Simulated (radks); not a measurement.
Results of a calculation; reference values are marked as such.
Problem. Ionisation of Pd+, [Kr] 4d9, to Pd2+, [Kr] 4d8, under several functionals. Dirac Kohn-Sham, spin-unpolarised, spherical densities, finite nucleus; open shells fill j = l - 1/2 first; a radial shooting solver on a logarithmic mesh with Libxc functionals. Known Delta-SCF values: PBE 20.590 eV. What does AM05 give, and what is its highest occupied eigenvalue?

Solution. 20.571 eV by Delta-SCF; the 4d5/2 eigenvalue is -14.387 eV. NIST: 19.4 eV (semi-empirical).

Beside tabulated values, note that spin-unpolarised runs miss the spin-polarisation part of the exchange energy of open shells.
